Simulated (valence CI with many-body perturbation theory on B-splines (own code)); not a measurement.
## From CI to CI+MBPT in Fe¹²⁺

Computed by configuration interaction combined with many-body perturbation theory (CI+MBPT): four valence electrons over a frozen Dirac-Fock core [Ne], radial functions for each j: 11 s, 11 p, 9 d, 7 f, 5 g, 2 h, 1 i, with the one-electron correlation potential Σ1, the two-electron term Σ2, the three-electron term Σ3, Breit, model QED; selected CI, second order for the rest, scaled by the run's own slope (own B-spline code, finite nucleus).

No measured spectrum was set against this ion. As an estimate, levels of excited configurations hold to 0.05 to 0.15 % of their energy, terms of the ground configuration to about 0.5 %.

Each rung adds one term. CI alone is the Dirac-Coulomb CI over the frozen core; QED comes last and gives the full result, which names the levels. Energies are above 3s2 3p2 3P_0 on the same rung, in cm⁻¹.

Names give the largest LS component (configuration and term), which can be under half, so a name can repeat, a term be missing and a line seem to break the LS rules; names also repeat where a configuration has a term twice.

```tsv
Level	CI alone
3s2 3p2 3P_1	9460
3s2 3p2 3P_2	18948
3s2 3p2 1D_2	48874
3s2 3p2 1S_0	92812
3s 3p3 5S°_2	214155
3s 3p3 3D°_1	287815
3s 3p3 3D°_2	288004
3s 3p3 3D°_3	291019
3s 3p3 3P°_0	330346
3s 3p3 3P°_1	331155
3s 3p3 3P°_2	331805
3s 3p3 1D°_2	364424
3s 3p3 3S°_1	421792
3s2 3p 3d 3F°_2	432298
3s2 3p 3d 3F°_3	439281
3s 3p3 1P°_1	443671
```

Question: What do these energies become with core correlation, Breit and QED?

Answer: 3s2 3p2 3P_1 9301 (-159); 3s2 3p2 3P_2 18579 (-369); 3s2 3p2 1D_2 48173 (-701); 3s2 3p2 1S_0 91710 (-1102); 3s 3p3 5S°_2 214459 (+303); 3s 3p3 3D°_1 287208 (-608); 3s 3p3 3D°_2 287361 (-643); 3s 3p3 3D°_3 290203 (-815); 3s 3p3 3P°_0 329019 (-1327); 3s 3p3 3P°_1 329745 (-1411); 3s 3p3 3P°_2 330380 (-1425); 3s 3p3 1D°_2 362432 (-1992); 3s 3p3 3S°_1 415902 (-5890); 3s2 3p 3d 3F°_2 429990 (-2308); 3s2 3p 3d 3F°_3 436784 (-2498); 3s 3p3 1P°_1 438482 (-5189).

Question: How does the ionisation energy move along the ladder, and which term matters most?

Answer: CI alone 359.48, + Σ1 360.12, + Σ2 359.97, + Σ3 359.86, + Breit 359.73, + QED 359.74 eV. The largest step is Σ1, 0.64 eV. NIST lists 361 ± 0.7 eV (semi-empirical).
